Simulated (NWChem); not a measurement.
Species: C$_{3}$H$_{6}$OSi; SMILES C#CCO[SiH3]

```xyz
11

C      0.3447     3.0738     0.0000
C     -0.0920     1.9454     0.0000
C     -0.6473     0.5941     0.0000
O      0.3683    -0.3721     0.0000
Si     0.0887    -2.0170     0.0000
H      0.7388     4.0734     0.0000
H     -1.3023     0.4855     0.8878
H     -1.3023     0.4855    -0.8878
H      1.4249    -2.6666     0.0000
H     -0.6899    -2.4212     1.2131
H     -0.6899    -2.4212    -1.2131
```
Atoms are numbered in this order, from 1.

Computed with NWChem. All runs use the structure optimised with PBE0/def2-SVP.

Question: Estimate the computed values for TPSS/cc-pVTZ. Quantities: highest occupied level (eV); orbital gap (eV); dipole (D).

Answer: 
```yaml
highest occupied level (eV): -6.54
orbital gap (eV): 5.75
dipole (D): 0.97
```
